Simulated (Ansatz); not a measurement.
Two isomers of C3H8AlN: A = `C/C=[C](\N)[AlH2]`, B = `[NH2][AlH][CH]1CC1`.

Isolated molecules relaxed with PBE0-D4/def2-TZVP in Ansatz; ΔE leaves out vibrations. CBS: MP2 limit from def2 TZ/QZ plus the TZ coupled-cluster correction, frozen cores. Functionals use def2-TZVPP. B3LYP here is the variant with VWN-RPA as its local correlation; programs differ in this. Each species was taken in one conformer, which may not be the lowest.

Which is lower in electronic energy at CCSD(T)/CBS, and by how much? (An estimate is asked.)

Ansatz gave: B, by 111.5 kJ/mol.

Give E(B) − E(A) in kJ/mol with PBE0-D4, CCSD(T)/def2-TZVPP, ωB97M-V, B3LYP-D4, B3LYP, HF/def2-TZVPP, CCSD/def2-TZVPP. (Estimate.)

Ansatz gave: PBE0-D4 -109.5, CCSD(T)/def2-TZVPP -111.1, ωB97M-V -112.0, B3LYP-D4 -94.8, B3LYP -96.7, HF/def2-TZVPP -102.6, CCSD/def2-TZVPP -114.5. None reverses the order clearly.

Largest T1 diagnostic: 0.011.

From PBE to PBE0 (25 % exact exchange), in def2-TZVPP and without D4, E(B) − E(A) moves by −10.9 kJ/mol. In def2-TZVPP, CCSD(T) changes the Hartree–Fock value by −8.4 kJ/mol (the triples alone add +3.4 kJ/mol) and MP2 by −20.5 kJ/mol.
